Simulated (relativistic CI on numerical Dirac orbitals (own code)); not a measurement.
Judd-Ofelt analysis for Pr³⁺

Calculated at this level of theory: Dirac-Coulomb-Breit CI, orbitals from a KLI potential per configuration, a model potential for QED, valence Slater integrals scaled by 0.8 (own radial code, finite nucleus).

Configuration 4f² alone, in intermediate coupling. Take Ω₂ = 2.22, Ω₄ = 3.37, Ω₆ = 1.62 (10⁻²⁰ cm²) and refractive index n = 1.73 as given. A_ED = 64π⁴e²ν³ n(n² + 2)²/[27h(2J + 1)] Σ Ω_λ |U^λ|², in Gaussian units with ν in cm⁻¹, and A_MD is n³ times the free-ion magnetic-dipole rate; a dash marks a rate that is forbidden or under 2 % of the level's free-ion decay.

Emitting level ¹S0 at 49702 cm⁻¹ (radiative decay alone: multiphonon quenching in a host is left out, and the level can lie too high or too low):

| To | ν (cm⁻¹) | U² squared | U⁴ squared | U⁶ squared | Free-ion A(M1) (s⁻¹) |
| --- | --- | --- | --- | --- | --- |
| ³H4 | 49702 | 0.0000 | 0.0101 | 0.0000 | - |
| ³H5 | 47612 | 0.0000 | 0.0000 | 0.0000 | - |
| ³H6 | 45456 | 0.0000 | 0.0000 | 0.0000 | - |
| ³F2 | 44362 | 0.0030 | 0.0000 | 0.0000 | - |
| ¹G4 | 43134 | 0.0000 | 0.2774 | 0.0000 | - |
| ³F3 | 43029 | 0.0000 | 0.0000 | 0.0000 | - |
| ³F4 | 40319 | 0.0000 | 0.2817 | 0.0000 | - |
| ¹D2 | 31412 | 0.5126 | 0.0000 | 0.0000 | - |
| ¹I6 | 27963 | 0.0000 | 0.0000 | 0.5664 | - |
| ³P0 | 26929 | 0.0000 | 0.0000 | 0.0000 | - |
| ³P1 | 26357 | 0.0000 | 0.0000 | 0.0000 | 8.04 |
| ³P2 | 25307 | 0.0552 | 0.0000 | 0.0000 | - |

**Question.** Give the rates, branching ratios and the radiative lifetime.

**Answer.** The rates are:

```csv
To,λ (nm),A_ED (s⁻¹),A_MD (s⁻¹),β (%)
³H4,201,14500,0,2.1
³H5,210,0,0,0.0
³H6,220,0,0,0.0
³F2,225,2020,0,0.3
¹G4,232,260000,0,37.6
³F3,232,0,0,0.0
³F4,248,216000,0,31.2
¹D2,318,122000,0,17.7
¹I6,358,69600,0,10.1
³P0,371,0,0,0.0
³P1,379,0,41.6,0.0
³P2,395,6880,0,1.0
```

τ_rad = 1.45e-06 s. Computed level positions enter as ν³, so measured ones would change the rates. For the strongest line (232 nm) and an assumed effective width Δλ = 1.6 nm (300 cm⁻¹), the Füchtbauer-Ladenburg formula σ = λ⁴A/(8πcn²Δλ) gives a peak emission cross-section of 21 × 10⁻²⁰ cm². The line to ¹D2 has a large U² element and is therefore hypersensitive to the surroundings through Ω₂.
